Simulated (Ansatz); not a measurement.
Stepwise reaction of `C[CH2][Mg][CH2]C` with methanol, as a gas-phase model of exchange steps in deposition or etching. ΔE in kJ/mol.

Calculated with Ansatz (gas phase, PBE0-D4/def2-TZVP geometries, no zero-point term in ΔE). CCSD(T)/CBS adds triple-zeta CCSD(T) − MP2 to the extrapolated MP2 energy (def2 sets, frozen cores). This one scheme is used for every species. Functionals use def2-TZVPP. B3LYP here is the variant with VWN-RPA as its local correlation; programs differ in this. For Mg outer-core shells are correlated without core-valence functions, which leaves a few kJ/mol of doubt a bond. One conformer a species, not always the lowest.

```
step                                          reaction  PBE-D4  B3LYP-D4  ωB97M-V  CCSD(T)/CBS
   2  `C[CH2][Mg][O]C` + CH₃OH → `C[O][Mg][O]C` + `CC`  -133.7    -148.4   -143.4       -145.4
```

Q: Give the row of step 1, `C[CH2][Mg][CH2]C` + CH₃OH → `C[CH2][Mg][O]C` + `CC`. (Estimate.)

A: The calculation gave: 
| step | reaction | PBE-D4 | B3LYP-D4 | ωB97M-V | CCSD(T)/CBS |
| --- | --- | --- | --- | --- | --- |
| 1 | `C[CH2][Mg][CH2]C` + CH₃OH → `C[CH2][Mg][O]C` + `CC` | -151.6 | -164.6 | -159.5 | -160.6 |

Q: By hand: ΔE of the 2 steps together at CCSD(T)/CBS.

A: (-160.6) + (-145.4) = -306.0 kJ/mol, or -153.0 kJ/mol a step.

In ΔE each step is higher than the one before. All are downhill at CCSD(T)/CBS. PBE-D4 differs from CCSD(T)/CBS by 9.0 to 11.7 kJ/mol a step. Isolated molecules leave out the surface, adducts and barriers. Largest T1 diagnostic: 0.011.
